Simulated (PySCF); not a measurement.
Species: C₂H₉AsSi.
SMILES with atom numbers: `[SiH3:1][CH2:2][CH2:3][AsH2:4]` (hydrogens: H5, H6, H7 on Si1; H8, H9 on C2; H10, H11 on C3; H12, H13 on As4)

A linear-response calculation (PySCF, def2-SVPD basis, gas phase, vertical, core orbitals frozen in the response) gave these numbers; the functional is withheld.

Orbital energies (eV): HOMO-3 -11.40, HOMO-2 -11.35, HOMO-1 -10.16, HOMO -9.01, LUMO 1.64, LUMO+1 2.27, LUMO+2 2.36.

| state | E (eV) | f | main configurations (H = HOMO, L = LUMO) |
| --- | --- | --- | --- |
| S1 | 6.32 | 0.088 | H→L (83%), H→L+3 (9%) |
| S2 | 6.78 | 0.076 | H→L+1 (48%), H→L+2 (24%), H→L+3 (15%) |
| S3 | 6.97 | 0.188 | H→L+2 (57%), H→L+4 (17%), H→L+3 (10%) |
| S4 | 7.49 | 0.012 | H-1→L (80%) |
| S5 | 7.97 | 0.031 | H→L+3 (41%), H-1→L+3 (9%), H→L+4 (8%) |
| S6 | 8.16 | 0.026 | H-1→L+1 (42%), H-1→L+3 (16%), H-1→L+2 (14%) |

Triplets (Tamm–Dancoff): T1 5.45 eV, H→L (69%), H→L+3 (15%); T2 5.77 eV, H→L+1 (47%), H→L+3 (20%), H→L+4 (16%); T3 6.68 eV, H→L+2 (70%), H→L+4 (12%); T4 7.03 eV, H-1→L (73%).

Vertical ionisation energy by ΔSCF with the same functional: 9.36 eV. Mean static polarisability: 88.0 au.

Question: Name the functional.
A. wB97X-D
B. B3LYP
C. HF
D. PBE

Answer: A. wB97X-D is range-separated, 22% exact exchange at short range and 100% at long range (ω = 0.2 bohr⁻¹). In this run −ε(HOMO) = 9.01 eV differs from the ΔSCF value by -0.35 eV, and S1 differs from the orbital gap of 10.65 eV by -4.33 eV. The ratio −ε(HOMO)/IP is 0.96. Small neutral molecules mostly give 0.89 to 0.99 with wB97X-D, 0.5 to 0.7 with PBE, 0.67 to 0.83 with B3LYP; with Hartree–Fock the ratio is 1 or more (Koopmans' value less the relaxation energy is the ΔSCF value). The other options: PBE, a GGA without exact exchange; HF, time-dependent Hartree–Fock, 100% exact exchange; B3LYP, a global hybrid with 20% exact exchange.

The calculation used TDDFT wB97X-D/def2-SVPD, vertical, gas phase, core orbitals frozen in the response in PySCF. One conformer (not necessarily the lowest) at the PBE0-D3(BJ)/def2-SVP geometry, without solvent, vibrations or thermal averaging. Relativistic effects, spin–orbit coupling among them, are left out although an element past zinc is present.

Conformer computed: `[SiH3:1][CH2:2][CH2:3][AsH2:4]`: Si1–C2–C3–As4 179°, H–As4–C3–C2 73°, H–As4–C3–C2 166°.

Without π bonds the low states are Rydberg-like; a valence basis with one diffuse set may place them up to an eV too high.
